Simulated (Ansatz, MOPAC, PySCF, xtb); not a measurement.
Dimer: dimethyl selenide (SMILES C[Se]C) (first 9 atoms) with H2O (SMILES O); geometry from B3LYP-D3(BJ)/def2-TZVP.
(charge 0, multiplicity 1):
```xyz
12

C     -0.8942     1.6941    -0.2074
Se     0.5986     0.4493     0.0682
C     -0.4315    -1.2035    -0.1786
H     -1.6610     1.5131     0.5417
H     -0.4939     2.6989    -0.0909
H     -1.2924     1.5729    -1.2121
H     -1.2179    -1.2564     0.5702
H      0.2617    -2.0312    -0.0455
H     -0.8459    -1.2310    -1.1837
O     -1.1866     0.1932     2.9114
H     -0.8796     0.2379     3.8221
H     -0.3931     0.3146     2.3628
```

Interaction energies are E(AB) − E(A) − E(B) at the monomers' geometry in the complex; basis-set methods are counterpoise corrected. Rows marked so take none.

Cores are frozen in the correlated methods. Filled d and f shells under p-block atoms count as core. Rows in 6-31G* carry no dispersion term and start afresh at each structure (6-31G* with six Cartesian d functions); the Pople sets are all-electron and without relativity. The state that PM6 reach isn't checked.

Programs: Ansatz (an electronic-structure program); MOPAC for PM6 (differences of heats of formation); PySCF for 6-31G* rows, the dispersion terms; xtb for the GFN methods. Each number belongs to the level named beside it.

| level | interaction energy (kcal/mol) |
|---|---|
| PM6 | -0.97 |
| GFN1-xTB | -3.53 |
| revPBE-D4/def2-TZVPPD | -5.22 |
| B3LYP/6-31G* (no counterpoise) | -5.33 |
| M06-2X/6-31G* (no counterpoise) | -6.74 |
| CAM-B3LYP-D3(BJ)/def2-TZVPPD | -5.44 |
| CAM-B3LYP-D4/def2-TZVPPD | -5.42 |
| B2PLYP/def2-TZVPPD | -4.11 |
| MP2/aug-cc-pVDZ | ___ |

Task: What belongs in the gaps?

Result: 
- MP2/aug-cc-pVDZ, interaction energy (kcal/mol): -4.52
